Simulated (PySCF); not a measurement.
## Electronic structure of As (arsenic, neutral) at the UHF level

Configuration: [Ar] 3d10 4s2 4p2 4d1, one real determinant (an excited configuration). Computed with PySCF 2.14 in aug-cc-pVTZ-DK, with scalar relativity by spin-free X2C-1e.

```json
{
  "Total energy": "-2258.689504 hartree",
  "One-electron energy": "-3141.5580 hartree",
  "Hartree (Coulomb) energy": "965.4803 hartree",
  "Exchange energy": "-82.6118 hartree",
  "⟨S²⟩": "3.7549",
  "⟨L²⟩": "8.012",
  "Sum of ⟨r⟩": "26.35 bohr",
  "Sum of ⟨r²⟩": "54.24 bohr²",
  "Traceless quadrupole moment −½Σ⟨3z² − r²⟩ along its main axis": "-2.91 e·bohr²",
  "Langevin diamagnetic susceptibility": "-43.0 ×10⁻⁶ cm³/mol"
}
```

| shell | electrons | mean orbital energy (hartree) | spread (hartree) | rms radius, mean of both spins (bohr) |
| --- | --- | --- | --- | --- |
| 1s α | 1 | -439.08123 | 0 | 0.0524 |
| 1s β | 1 | -439.07568 | 0 | 0.0524 |
| 2s α | 1 | -57.92343 | 0 | 0.219 |
| 2s β | 1 | -57.92114 | 0 | 0.219 |
| 2p α | 3 | -50.63806 | 0.00204 | 0.196 |
| 2p β | 3 | -50.63188 | 0.00507 | 0.196 |
| 3s α | 1 | -8.42700 | 0 | 0.639 |
| 3s β | 1 | -8.41622 | 0 | 0.639 |
| 3p α | 3 | -6.08711 | 0.00209 | 0.667 |
| 3p β | 3 | -6.07175 | 0.01793 | 0.667 |
| 3d α | 5 | -2.21860 | 0.01433 | 0.748 |
| 3d β | 5 | -2.21020 | 0.01793 | 0.748 |
| 4s α | 1 | -0.89463 | 0 | 2.07 |
| 4s β | 1 | -0.70539 | 0 | 2.07 |
| 4p α | 2 | -0.46128 | 0 | 2.56 |
| 4d α | 1 | -0.02343 | 0 | 4.81 |

⟨L²⟩ = 8.01 against 12 for a pure F term, so this real determinant mixes terms. The outer electron is Rydberg-like, and this basis confines it to a smaller radius and binds it less than a complete one would.

Densities and radii are taken from the X2C orbitals without a picture-change correction, which distorts them close to the nucleus.

Spin-orbit constants ζ (cm⁻¹) from the X2C one-electron operator on these orbitals: bare nucleus, nucleus screened by l(l+1)(2l+1)/3 electrons, and screened by the Breit-Pauli mean field of the electrons.

| shell | bare | screened nucleus | mean field |
| --- | --- | --- | --- |
| 2p | 203200 | 190900 | 185300 |
| 3p | 27770 | 26080 | 25160 |
| 3d | 3213 | 2239 | 2077 |
| 4p | 1559 | 1464 | 1401 |
| 4d | 26.26 | 18.30 | 14.88 |

To first order the Landé constant is A = 159.0 cm⁻¹, so the lowest level has J = 3/2 and lies 0.118 eV below the centre of the term. This holds in LS coupling only.
